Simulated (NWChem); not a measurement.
Species: InGeH5; SMILES [GeH3][InH2]

Program: NWChem. All runs use the structure optimised with PBE0/def2-SVP. def2 effective core potentials on In; no spin-orbit coupling. Level M06-2X/def2-SVP: energy and gradient on several grids; changes count from the extra-fine grid, which is no exact limit either.

```
grid     size of the energy change (μHa)  largest change of a gradient component (μHa/bohr)  time, medium = 1 (rough)
-------  -------------------------------  -------------------------------------------------  ------------------------
xcoarse                               70                                              10000                   about 1
coarse                              < 10                                                300                   about 1
medium                                40                                                100                   about 1
fine                                < 10                                                 50                   about 1
xfine                               < 10                                               < 30                         2
```
